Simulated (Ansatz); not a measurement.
CH₇AlGe, SMILES `[AlH2][CH2][GeH3]`. Total charge 0; spin multiplicity 1. Geometry: relaxed with PBE0-D4/def2-TZVP.

```xyz
10

Al   -1.285    1.270    0.258
C     0.376    0.566   -0.465
Ge    0.743   -1.280    0.077
H    -2.641    1.088   -0.548
H    -1.291    1.997    1.670
H     1.232    1.163   -0.132
H     0.360    0.571   -1.559
H    -0.397   -2.208   -0.386
H     0.840   -1.377    1.612
H     2.063   -1.790   -0.529
```

What is the dipole moment at B3LYP/def2-TZVPP? (An estimate is asked.)

Ansatz gave: 0.97 D, with components (0.63, 0.46, -0.57) D in this frame, pointing from negative to positive charge.

And with PBE, r2SCAN, ωB97M-V? (An estimate is asked.)

Ansatz gave: PBE 0.98 D, r2SCAN 1.00 D, ωB97M-V 0.96 D.

Give the Mulliken charges with B3LYP, PBE, r2SCAN in def2-TZVPP. (Estimate.)

Ansatz gave: 
```tsv
atom	B3LYP	PBE	r2SCAN
Al1	0.45	0.38	0.53
C2	-0.42	-0.38	-0.43
Ge3	0.09	0.07	0.10
H4	-0.15	-0.12	-0.17
H5	-0.15	-0.12	-0.17
H6	0.11	0.12	0.10
H7	0.11	0.12	0.10
H8	-0.02	-0.01	-0.02
H9	-0.02	-0.01	-0.02
H10	-0.02	-0.01	-0.02
```

B3LYP here is the variant with VWN-RPA as its local correlation; programs differ in this.
